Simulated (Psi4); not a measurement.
C₂H₂F₃O₂, charge +1, singlet, at a GFN2-xTB geometry; TPSS/3-21G (Psi4).

Psi4 was given this input:
```
memory 2 GB

molecule mol {
1 1
O     1.143908   -0.508028    1.525917
C     0.761351   -0.215173    0.480819
O     1.779577    0.010549   -0.623972
C    -0.663184    0.098301   -0.097993
F    -0.926334    1.377105    0.076635
F    -0.649952   -0.162145   -1.410060
F    -1.556010   -0.650249    0.495057
H     2.703004   -0.268661   -0.400639
H     1.510780   -0.132673   -1.566562
}

set {
  basis 3-21g
  reference rks
  soscf true
}

energy('tpss')
print_variables()
```

What the program printed (banner, timings and long lists left out):

```
   => Loading Basis Set <=

    Name: 3-21G
    Role: ORBITAL
    Keyword: BASIS

         ---------------------------------------------------------
                                   SCF
               by Justin Turney, Rob Parrish, Andy Simmonett
                          and Daniel G. A. Smith
                              RKS Reference
         ---------------------------------------------------------

  ==> Geometry <==

    Molecular point group: c1
    Full point group: C1

    Geometry (in Angstrom), charge = 1, multiplicity = 1:

       Center              X                  Y                   Z               Mass
    ------------   -----------------  -----------------  -----------------  -----------------
         O            1.207585603567    -0.516415207738     1.516263165712    15.994914619570
         C            0.825028603567    -0.223560207738     0.471165165712    12.000000000000
         O            1.843254603567     0.002161792262    -0.633625834288    15.994914619570
         C           -0.599506396433     0.089913792262    -0.107646834288    12.000000000000
         F           -0.862656396433     1.368717792262     0.066981165712    18.998403162730
         F           -0.586274396433    -0.170532207738    -1.419713834288    18.998403162730
         F           -1.492332396433    -0.658636207738     0.485403165712    18.998403162730
         H            2.766681603567    -0.277048207738    -0.410292834288     1.007825032230
         H            1.574457603567    -0.141060207738    -1.576215834288     1.007825032230

  Running in c1 symmetry.

  Rotational constants: A =      0.12405  B =      0.07919  C =      0.06487 [cm^-1]
  Rotational constants: A =   3718.92895  B =   2374.06378  C =   1944.84010 [MHz]
  Nuclear repulsion =  346.290239331061343

  Charge       = 1
  Multiplicity = 1
  Electrons    = 56
  Nalpha       = 28
  Nbeta        = 28

  ==> Algorithm <==

  SCF Algorithm Type is DF.
  DIIS enabled.
  MOM disabled.
  Fractional occupation disabled.
  Guess Type is SAD.
  Energy threshold   = 1.00e-06
  Density threshold  = 1.00e-06
  Integral threshold = 1.00e-12

  ==> Primary Basis <==

  Basis Set: 3-21G
    Blend: 3-21G
    Number of shells: 39
    Number of basis functions: 67
    Number of Cartesian functions: 67
    Spherical Harmonics?: false
    Max angular momentum: 1

  ==> DFT Potential <==

   => LibXC <=

    Version 7.1.2
    S. Lehtola, C. Steigemann, M. J. T. Oliveira, and M. A. L. Marques,  SoftwareX 7, 1–5 (2018) (10.1016/j.softx.2017.11.002)

   => Composite Functional: TPSS <=

    TPSS Meta-GGA XC Functional

    J. Tao, et al., Phys. Rev. Lett., 91, 146401, 2003

    Deriv               =              1
    GGA                 =           TRUE
    Meta                =           TRUE

    Exchange Hybrid     =          FALSE
    MP2 Hybrid          =          FALSE

   => Exchange Functionals <=

    1.0000   XC_MGGA_X_TPSS

   => Correlation Functionals <=

    1.0000   XC_MGGA_C_TPSS

   => LibXC Density Thresholds  <==

    XC_MGGA_C_TPSS:  1.00E-15
    XC_MGGA_X_TPSS:  1.00E-15

   => Molecular Quadrature <=

    Radial Scheme          =       TREUTLER
    Pruning Scheme         =           NONE
    Nuclear Scheme         =       TREUTLER

    Blocking Scheme        =         OCTREE
    BS radius alpha        =              1
    Pruning alpha          =              1
    Radial Points          =             75
    Spherical Points       =            302
    Total Points           =         190762
    Total Blocks           =           1484
    Max Points             =            256
    Max Functions          =             63
    Weights Tolerance      =       1.00E-15

   => Loading Basis Set <=

    Name: (3-21G AUX)
    Role: JKFIT
    Keyword: DF_BASIS_SCF

  ==> Integral Setup <==

  SCF_SUBTYPE=INCORE selected. In-core MEM_DF algorithm will be used.
  Using in-core AOs.

  ==> MemDFJK: Density-Fitted J/K Matrices <==

    J tasked:                   Yes
    K tasked:                    No
    wK tasked:                   No
    Algorithm:                 Core
    Schwarz Cutoff:           1E-12
    Mask sparsity (%):       7.6632
    Fitting Condition:        1E-10

   => Auxiliary Basis Set <=

  Basis Set: (3-21G AUX)
    Blend: DEF2-UNIVERSAL-JKFIT
    Number of shells: 187
    Number of basis functions: 683
    Number of Cartesian functions: 683
    Spherical Harmonics?: false
    Max angular momentum: 4

  Minimum eigenvalue in the overlap matrix is 1.1907229752E-02.
  Reciprocal condition number of the overlap matrix is 3.2868106857E-03.
    Using symmetric orthogonalization.

  ==> Pre-Iterations <==

  SCF Guess: Superposition of Atomic Densities via on-the-fly atomic UHF (no occupation information).

   -------------------------
    Irrep   Nso     Nmo
   -------------------------
     A         67      67
   -------------------------
    Total      67      67
   -------------------------

  ==> Iterations <==

                           Total Energy        Delta E     RMS |[F,P]|

   @DF-RKS iter SAD:  -524.37816237905008   -5.24378e+02   0.00000e+00
   @DF-RKS iter   1:  -524.06213207562348    3.16030e-01   9.60081e-03 DIIS/ADIIS
   @DF-RKS iter   2:  -523.26226681144499    7.99865e-01   2.32789e-02 DIIS/ADIIS
   @DF-RKS iter   3:  -524.17534272173646   -9.13076e-01   4.55753e-03 DIIS/ADIIS

Traceback (most recent call last):
  File "psi4", line 375, in <module>
  File "<string>", line 31, in <module>
  File "site-packages/psi4/driver/driver.py", line 533, in energy
  File "site-packages/psi4/driver/procrouting/proc.py", line 2760, in run_scf
  File "site-packages/psi4/driver/procrouting/proc.py", line 2047, in scf_helper
  File "site-packages/psi4/driver/procrouting/scf_proc/scf_iterator.py", line 86, in scf_compute_energy
  File "site-packages/psi4/driver/procrouting/scf_proc/scf_iterator.py", line 458, in scf_iterate

RuntimeError:
Fatal Error: Vx: RKS does not support rotated V builds for MGGA's
The most recent 5 function calls were:

psi::PsiException::PsiException(std::__cxx11::basic_string<char, std::char_traits<char>, std::allocator<char> >, char const*, int)

Printing out the relevant lines from the Psithon --> Python processed input file:
    ""","mol")
    core.IO.set_default_namespace("mol")
    core.set_global_option("BASIS", "3-21g")
    core.set_global_option("REFERENCE", "rks")
    core.set_global_option("SOSCF", "true")
--> energy('tpss')
    print_variables()

!----------------------------------------------------------------------------------!
!                                                                                  !
! Fatal Error: Vx: RKS does not support rotated V builds for MGGA's                !
! The most recent 5 function calls were:                                           !
! psi::PsiException::PsiException(std::__cxx11::basic_string<char,                 !
!     std::char_traits<char>, std::allocator<char> >, char const*, int)            !
!                                                                                  !
!----------------------------------------------------------------------------------!
```

The run crashed.
